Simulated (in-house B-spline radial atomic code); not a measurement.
Results of a calculation; reference values are marked as such.
# Te in an electron gas of r_s = 3.3: phase shifts, screening and friction

A nucleus sits in a uniform electron gas with a rigid positive background. The Kohn-Sham equations are solved self-consistently in the spin-unpolarised LDA (PW92), non-relativistic, on B-splines with outgoing waves at the boundary and partial waves to l = 8. The model has no lattice, no bands and no magnetic solution. Atomic units; δ_l are the phase shifts at the Fermi level, counted so that each bound state adds π, and good to about 0.0005.

The density parameter is r_s = 3.3 bohr.

| l | δ_l (rad) |
| --- | --- |
| 0 | 14.2255 |
| 1 | 11.5483 |
| 2 | 6.5293 |
| 3 | 0.0242 |
| 4 | 0.0003 |
| 5 | 0.0002 |
| 6 | 0.0001 |
| 7 | 0.0003 |
| 8 | 0.0002 |

Bound levels below the band bottom (hartree): s -5.283, p -3.811, d -1.321, s -0.2719, p -0.01286 and deeper ones.

(1) Check the Friedel sum rule, and say where the screening charge sits.

(2) Find the transport cross section and the electronic stopping of a 1 keV Te ion (mass 127.6 u).

Answers

(1) k_F = (9π/4)^(1/3)/r_s = 0.58156. The rule is Z = (2/π) Σ (2l + 1) δ_l. The terms are s 9.056, p 22.056, d 20.783, f 0.108 and 0.009 beyond, in all 52.012 against Z = 52. Bound states hold 10 s, 24 p, 20 d electrons, so the scattering states carry -1.99 in all; where a term is smaller than its bound count, the bound level has drawn weight out of the band.

(2) σ_tr = (4π/k_F²) Σ (l + 1) sin²(δ_l − δ_(l+1)). The terms for l = 0 to 3 are 0.2006, 1.8178, 0.1453, 0.0023, all together 2.1660, so σ_tr = 37.155 × 2.1660 = 80.478 bohr². With n = 3/(4π r_s³) = 0.006643, the friction coefficient is Q = n k_F σ_tr = 0.3109. For v well below v_F = 0.582, dE/dx = Q v; with 24801 eV per u at v = 1, v = √(1000/(24801 × 127.6)) = 0.0178, so dE/dx = 0.00553 hartree/bohr = 2.84 eV/nm. The largest term couples the p and d waves.
